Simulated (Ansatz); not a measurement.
`[SiH3][GeH3]` + `[OH][SnH]([F])[F]` → `[F][SnH]([F])[O][SiH3]` + GeH₄ at 298.15 K and 1 bar (cleavage of the Si–Ge bond).

Gas-phase electronic energies from Ansatz, PBE0-D4/def2-TZVP geometries. CCSD(T)/CBS adds triple-zeta CCSD(T) − MP2 to the extrapolated MP2 energy (def2 sets, frozen cores). def2 core potentials past Kr. For Ge, Sn outer-core shells are correlated without core-valence functions, which leaves a few kJ/mol of doubt a bond. Scalar relativity is left out up to krypton. Each species was taken in one conformer, which may not be the lowest.

```json
{"species": "`[SiH3][GeH3]`", "CCSD(T)/CBS energy (Eh)": "-2368.78170", "H − E (kJ/mol)": "140.9", "S (J/(mol·K))": "292.8"}
{"species": "`[OH][SnH]([F])[F]`", "CCSD(T)/CBS energy (Eh)": "-490.06891", "H − E (kJ/mol)": "81.4", "S (J/(mol·K))": "333.4"}
{"species": "`[F][SnH]([F])[O][SiH3]`", "CCSD(T)/CBS energy (Eh)": "-780.38706", "H − E (kJ/mol)": "129.9", "S (J/(mol·K))": "403.5"}
{"species": "GeH₄", "CCSD(T)/CBS energy (Eh)": "-2078.49493", "H − E (kJ/mol)": "88.5", "S (J/(mol·K))": "217.3"}
```

H − E and S are ideal-gas, rigid-rotor, harmonic terms from PBE0-D4/def2-TZVP, for one conformer and one mirror image of each species. 1 Eh = 2625.50 kJ/mol, R = 8.31446 J/(mol·K).

Q: By hand: ΔE, ΔH, ΔS and ΔG.

A: ΔE = (-780.38706) + (-2078.49493) − (-2368.78170) − (-490.06891) = -0.03138 Eh = -82.4 kJ/mol. Δ(H − E) = 129.9 + 88.5 − 140.9 − 81.4 = -3.9, so ΔH = -86.3 kJ/mol. ΔS = 403.5 + 217.3 − 292.8 − 333.4 = -5.4 J/(mol·K). ΔG = -86.3 − 298.15 × (-5.4)/1000 = -84.7 kJ/mol.

Q: By hand: the equilibrium constant, and the temperature at which ΔG would vanish if ΔH and ΔS stayed fixed.

A: log₁₀ K = −ΔG/(RT ln 10) = 14.8. ΔG = 0 at ΔH/ΔS = 15981 K, far beyond where these terms or the molecules hold.

The number of gas molecules stays the same, so ΔS is small and ΔH decides. A doubt of 5 kJ/mol in ΔE shifts log₁₀ K by 0.9 here. Other conformers and mirror images would add mixing entropy, several J/(mol·K) or more a flexible species. Modes under 60 cm⁻¹, often nearly free rotors, make the harmonic entropy too high. These are equilibria of isolated gas molecules and say nothing of rates. Largest T1 diagnostic: 0.015 (customary marks: 0.02 for closed shells, 0.045 for open ones).
